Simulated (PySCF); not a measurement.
C5H6F2, SMILES C=C(F)/C=C(\C)F. Coordinates come from a r2SCAN-D4/def2-SVP optimisation. Other conformers were not sampled.

Problem. Give the equilibrium geometry at r2SCAN-D4/def2-SVP (PySCF confirms it by a frequency run) as a Z-matrix, and its point group. (The exact figures need the calculation; the answer reports its results.)

Solution. Several could match; the one computed here: point group Cs.
```
C
C 1 1.3492
F 2 1.3487 1 116.51
H 1 1.0934 2 116.06 3 0.00
C 1 1.4465 4 115.34 2 -180.00
C 5 1.3432 1 125.90 4 0.00
F 5 1.3519 6 118.26 1 180.00
H 6 1.0901 5 120.03 7 180.00
H 6 1.0910 8 119.65 5 -180.00
C 2 1.4821 3 111.29 1 180.00
H 10 1.0933 2 111.99 3 180.00
H 10 1.1029 11 109.58 2 -121.58
H 10 1.1029 11 109.58 12 -116.84
```
Charge 0, spin multiplicity 1.
